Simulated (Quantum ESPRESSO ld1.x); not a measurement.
Values are calculated unless marked as measured or tabulated.
Q: All-electron atom: the nickel ion Ni15+ in [Ne] 3s2 3p1. Level of theory: scalar-relativistic Kohn-Sham, LDA (Slater exchange, VWN5 correlation), spin-polarised, spherical densities, point nucleus; open shells are filled with parallel spins first (ld1.x of Quantum ESPRESSO 7.5). Some entries of the table are withheld. Estimate them.

orbital  occ.  eigenvalue (eV)  r(max) (bohr)  <1/r> (bohr^-1)
1s up       1        -8711.712          0.035            28.05
1s down     1        -8710.731          0.035            28.05
2s up       1        -1476.424            (1)            6.124
2s down     1        -1475.412            (2)            6.126
2p up       3        -1344.785          0.163            6.014
2p down     3        -1343.591          0.163            6.015
3s up       1         -519.877          0.583            2.323
3s down     1         -515.841          0.583            2.319
3p up       1         -479.368            (3)            2.247
3p down     0         -475.361            (4)            2.244

A: 
(1) 2s up r(max) (bohr): 0.204
(2) 2s down r(max) (bohr): 0.204
(3) 3p up r(max) (bohr): 0.569
(4) 3p down r(max) (bohr): 0.569
